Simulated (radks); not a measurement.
The numbers below are computed, except where a source is named.
The mean radii <r> (bohr) of the occupied orbitals of an atom or ion are listed with their occupations. Level of theory: scalar-relativistic Kohn-Sham, PBE, spin-polarised, spherical densities, finite nucleus; Fermi nuclear charge, rms radius of each element as measured or else 0.836 A^(1/3) + 0.57 fm (a radial shooting solver on a logarithmic mesh with Libxc functionals).

| orbital | occ. | <r> |
|---|---|---|
| 1s up | 1 | 0.09097 |
| 1s down | 1 | 0.09096 |
| 2s up | 1 | 0.4439 |
| 2s down | 1 | 0.4437 |
| 2p up | 3 | 0.4064 |
| 2p down | 3 | 0.4062 |
| 3s up | 1 | 1.437 |
| 3s down | 1 | 1.448 |
| 3p up | 3 | 1.588 |

Name the element and its charge. Open shells, if any, are filled with parallel spins first.

Answer. Z = 17, chlorine, charge +2: Cl2+ in [Ne] 3s2 3p3. The 1s radius gives Z: for a bare nucleus <r> = (2 gamma + 1)/(2Z) with gamma = sqrt(1 - (Z/c)^2), 0.08778 bohr for Z = 17, and screening makes it slightly larger (0.09097 here). The occupations add up to 15, and the charge is Z minus that.
